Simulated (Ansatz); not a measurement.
Ideal-gas functions of H4SeSi (`[SiH3][SeH]`) at 298.15 K and 1 bar, from an Ansatz frequency run at PBE0-D4/def2-TZVP.

Molar mass 111.08 g/mol, point group Cs (symmetry number 1), electronic degeneracy 1, moments of inertia 8.06, 124.969, 127.138 u Å². Harmonic wavenumbers (cm⁻¹, unscaled): 170, 400, 495, 594, 738, 908, 929, 955, 2231, 2238, 2252, 2442.

Use S(trans) = R[1.5 ln M + 2.5 ln T − 1.1517]; rotational temperatures θ = 24.2544 K / I; S(rot) = R[ln(√π/σ · √(T³/θAθBθC)) + 1.5]; for each mode x = 1.438777 ν̃/T, S = R[x/(eˣ − 1) − ln(1 − e⁻ˣ)] and H = RT x/(eˣ − 1); 1 cm⁻¹ = 0.0119627 kJ/mol; R = 8.31446 J/(mol·K).

By hand: the entropy, in J/(mol·K).

Translation 167.6. Rotation: θ = 3.0092, 0.1941, 0.1908 K, giving 97.4. Vibration, mode by mode: 10.19, 4.03, 2.81, 1.93, 1.11, 0.57, 0.52, 0.47, 0.00, 0.00, 0.00, 0.00, in all 21.6. Electronic 0.0. Sum 286.6 J/(mol·K).

By hand: H − E and G − E in kJ/mol, counted from the electronic energy.

Zero-point energy ½ × 14352 × 0.0119627 = 85.8; thermal vibration 4.1; translation, rotation and pV give 4 RT = 9.9. H − E = 99.8 kJ/mol, and G − E = 99.8 − 298.15 × 286.6/1000 = 14.4 kJ/mol.

Vibration gives 8 % of the entropy.
